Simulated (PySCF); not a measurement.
## Radial density of Rh²⁺ (rhodium, charge +2)

r2SCAN, [Kr] 4d7, high-spin 4F determinant. Calculation: PySCF 2.14, in def2-TZVP with the def2 core potential (28 electrons) (6s4p3d1f, 40 functions); a scalar-relativistic core potential. This is the valence pseudo-density: the core potential removes the inner electrons and smooths the orbitals near the nucleus.

```csv
r (bohr),4πr²ρ (e/bohr),4πr²(ρα − ρβ)
0.0359,1.070e-05,0.0000
0.0604,4.799e-05,0.0000
0.102,0.0003514,0.0001
0.171,0.004244,0.0010
0.288,0.07995,0.0171
0.484,2.040,0.2711
0.814,13.71,1.7846
1.37,9.631,2.1701
2.30,1.430,0.4966
3.87,0.04711,0.0130
6.51,0.0002101,0.0000
```

Energies and moments cover only the electrons outside the core potential.
